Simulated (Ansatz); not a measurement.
Start from `[CH3][SbH][NH2]` and change one atom or group to get `[NH2][SbH][SH]`.

Ansatz, PBE0-D4/def2-TZVP geometries, multiplicity 1. Each molecule was computed in one conformer, which needn't be the lowest.

Elements past krypton have def2 core potentials.  Spin–orbit coupling is left out; it splits and shifts lone-pair levels of the heavy atoms by tenths of an eV.

```csv
property,`[CH3][SbH][NH2]`
HOMO–LUMO gap (PBE0/def2-TZVPP) / eV,6.53
HOMO–LUMO gap (ωB97M-V/def2-TZVPP) / eV,10.23
HOMO–LUMO gap (B3LYP/def2-TZVPP) / eV,6.09
size of the dipole moment (B3LYP/def2-TZVPP) / D,0.56
HOMO energy (PBE0/def2-TZVPP) / eV,-6.88
size of the dipole moment (ωB97M-V/def2-TZVPP) / D,0.62
```

(1) Give the same properties after the change, and the shifts. (Estimate.)

Results:

(1) Ansatz gave: 
```json
{"property": "HOMO–LUMO gap (PBE0/def2-TZVPP) / eV", "`[NH2][SbH][SH]`": "6.22", "shift": "-0.31"}
{"property": "HOMO–LUMO gap (ωB97M-V/def2-TZVPP) / eV", "`[NH2][SbH][SH]`": "10.02", "shift": "-0.21"}
{"property": "HOMO–LUMO gap (B3LYP/def2-TZVPP) / eV", "`[NH2][SbH][SH]`": "5.77", "shift": "-0.32"}
{"property": "size of the dipole moment (B3LYP/def2-TZVPP) / D", "`[NH2][SbH][SH]`": "2.26", "shift": "1.70"}
{"property": "HOMO energy (PBE0/def2-TZVPP) / eV", "`[NH2][SbH][SH]`": "-7.05", "shift": "-0.17"}
{"property": "size of the dipole moment (ωB97M-V/def2-TZVPP) / D", "`[NH2][SbH][SH]`": "2.27", "shift": "1.65"}
```

With PBE0 the HOMO falls by 0.17 eV and the LUMO falls by 0.47 eV, so the gap narrows by about 0.30 eV. PBE moves the HOMO by -0.16 eV and ωB97M-V by -0.13 eV. The zero-point energy changes by -71.0 kJ/mol with -6 modes. Dipoles are sizes alone; their direction can turn.

B3LYP here is the variant with VWN-RPA as its local correlation; programs differ in this.
